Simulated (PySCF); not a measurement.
A PySCF script (with the pyscf-properties extension) for the spin–spin couplings of `[SeH2]`, H$_{2}$Se, on a PBE0-D3(BJ)/def2-SVP geometry:

```python
import basis_set_exchange as bse
import numpy as np
from pyscf import gto, dft
from pyscf.data import nist
from pyscf.prop import ssc

atoms = """
Se    0.019438    0.650347    0.008883
H    -1.056543   -0.349794   -0.027172
H     1.043665   -0.402834   -0.026701
"""
names = {"Se": "pcSseg-1", "H": "pcJ-1"}
basis = {el: gto.basis.parse(bse.get_basis(n, elements=[el], fmt="nwchem")) for el, n in names.items()}
mol = gto.M(atom=atoms, basis=basis, charge=0, verbose=0)
mf = dft.RKS(mol, xc="B3LYP")
mf.grids.level = 2
mf.grids.alignment = dft.numint.BLKSIZE   # the property module wants whole blocks of grid points
mf.conv_tol = 1e-9
mf.kernel()

sc = ssc.RKS(mf)
sc.with_fcsd = True   # Fermi contact and spin-dipole together
sc.max_cycle_cphf = 60
g = {"H": 5.58569468}   # nuclear g factors of 1H
sc.nuc_pair = [(i, j) for i in range(mol.natm) for j in range(i + 1, mol.natm)
               if mol.atom_pure_symbol(i) in g and mol.atom_pure_symbol(j) in g]
K = sc.kernel()
unit = nist.HARTREE2J / nist.PLANCK * (0.5 * nist.E_MASS / nist.PROTON_MASS) ** 2
for (i, j), k in zip(sc.nuc_pair, K):
    a, b = mol.atom_pure_symbol(i), mol.atom_pure_symbol(j)
    J = unit * g[a] * g[b] * np.trace(k) / 3
    if abs(J) >= 1:
        print("%s%d %s%d %8.1f Hz" % (a, i, b, j, J))
```

Question: Give the expected output.

Answer: 
```
H1 H2    -11.7 Hz
```

These numbers come from an equivalent density-fitted implementation of the same equations, which agrees with the script to about 0.1 Hz, so last digits may differ.

Size and cost of the density-fitted run: 61 basis functions, 1 s wall time on 1 thread of an Arm Neoverse V1, shared host; peak memory 0.26 GiB.
